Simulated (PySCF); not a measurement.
CH₃Cl, charge +1, doublet, at a GFN2-xTB geometry (a state made from the parent by changing its charge; the spin is typed, not shown lowest); PySCF with PBE0/6-31G**.

The PySCF input:
```python
from pyscf import gto, scf, dft

mol = gto.Mole()
mol.atom = '''
    C    -0.00131604    0.04523262   -1.08238306
    Cl    0.00077875   -0.02676598    0.64048998
    H    -0.03211593    1.09416315   -1.42147319
    H     0.90873300   -0.42897516   -1.48626886
    H    -0.88195964   -0.48156210   -1.48628921
'''
mol.basis = '6-31g**'
mol.charge = 1
mol.spin = 1
mol.verbose = 4
mol.build()

mf = dft.UKS(mol)
mf.xc = 'pbe0'
mf.kernel()
```

What the program printed (banner, timings and long lists left out):

```
PySCF version 2.14.0

[INPUT] verbose = 4
[INPUT] num. atoms = 5
[INPUT] num. electrons = 25
[INPUT] charge = 1
[INPUT] spin (= nelec alpha-beta = 2S) = 1
[INPUT] symmetry False subgroup None
[INPUT] Mole.unit = angstrom
[INPUT] Symbol           X                Y                Z      unit          X                Y                Z       unit  Magmom
[INPUT]  1 C     -0.001316040000   0.045232620000  -1.082383060000 AA   -0.002486955169   0.085477263697  -2.045407545269 Bohr   0.0
[INPUT]  2 Cl     0.000778750000  -0.026765980000   0.640489980000 AA    0.001471624220  -0.050580371656   1.210350647728 Bohr   0.0
[INPUT]  3 H     -0.032115930000   1.094163150000  -1.421473190000 AA   -0.060690311936   2.067668689091  -2.686195022512 Bohr   0.0
[INPUT]  4 H      0.908733000000  -0.428975160000  -1.486268860000 AA    1.717256490354  -0.810645566641  -2.808641092870 Bohr   0.0
[INPUT]  5 H     -0.881959640000  -0.481562100000  -1.486289210000 AA   -1.666662172520  -0.910020480970  -2.808679548796 Bohr   0.0

nuclear repulsion = 52.3232080820411
number of shells = 23
number of NR pGTOs = 99
number of NR cGTOs = 47
basis = 6-31g**
ecp = {}

******** <class 'pyscf.dft.uks.UKS'> ********
method = UKS
initial guess = minao
damping factor = 0
level_shift factor = 0
DIIS = <class 'pyscf.scf.diis.CDIIS'>
diis_start_cycle = 1
diis_space = 8
diis_damp = 0
SCF conv_tol = 1e-09
SCF conv_tol_grad = None
SCF max_cycles = 50
direct_scf = True
direct_scf_tol = 1e-13
number electrons alpha = 13  beta = 12
XC library pyscf.dft.libxc version 7.1.2
    S. Lehtola, C. Steigemann, M. J. T. Oliveira, and M. A. L. Marques,  SoftwareX 7, 1–5 (2018)
XC functionals = pbe0
    C. Adamo and V. Barone,  J. Chem. Phys. 110, 6158 (1999)
    M. Ernzerhof and G. E. Scuseria,  J. Chem. Phys. 110, 5029 (1999)
radial grids:
    Treutler-Ahlrichs [JCP 102, 346 (1995); DOI:10.1063/1.469408] (M4) radial grids

becke partition: Becke, JCP 88, 2547 (1988); DOI:10.1063/1.454033
pruning grids: <function nwchem_prune>
grids dens level: 3
symmetrized grids: False
atomic radii adjust function: <function treutler_atomic_radii_adjust>
small_rho_cutoff = 0
Set gradient conv threshold to 3.16228e-05
tot grids = 62424
init E= -499.899035465369

cycle= 1 E= -499.456087437829  delta_E= 0.443  |g|= 0.163  |ddm|= 1.43
cycle= 2 E= -499.468229695542  delta_E= -0.0121  |g|= 0.106  |ddm|= 0.369
cycle= 3 E= -499.474843797454  delta_E= -0.00661  |g|= 0.0169  |ddm|= 0.129
cycle= 4 E= -499.475068731472  delta_E= -0.000225  |g|= 0.00484  |ddm|= 0.0223
cycle= 5 E= -499.475092521233  delta_E= -2.38e-05  |g|= 0.00347  |ddm|= 0.0118
cycle= 6 E= -499.475101336797  delta_E= -8.82e-06  |g|= 0.00155  |ddm|= 0.00502
cycle= 7 E= -499.475103110874  delta_E= -1.77e-06  |g|= 0.000226  |ddm|= 0.00224
cycle= 8 E= -499.475103174897  delta_E= -6.4e-08  |g|= 6.83e-05  |ddm|= 0.000536
cycle= 9 E= -499.475103178507  delta_E= -3.61e-09  |g|= 1.4e-05  |ddm|= 0.000108
cycle= 10 E= -499.475103178963  delta_E= -4.56e-10  |g|= 6.31e-06  |ddm|= 4.94e-05
Extra cycle  E= -499.475103179262  delta_E= -2.99e-10  |g|= 5.56e-06  |ddm|= 4.41e-05
converged SCF energy = -499.475103179262  <S^2> = 0.75289125  2S+1 = 2.0028892
```
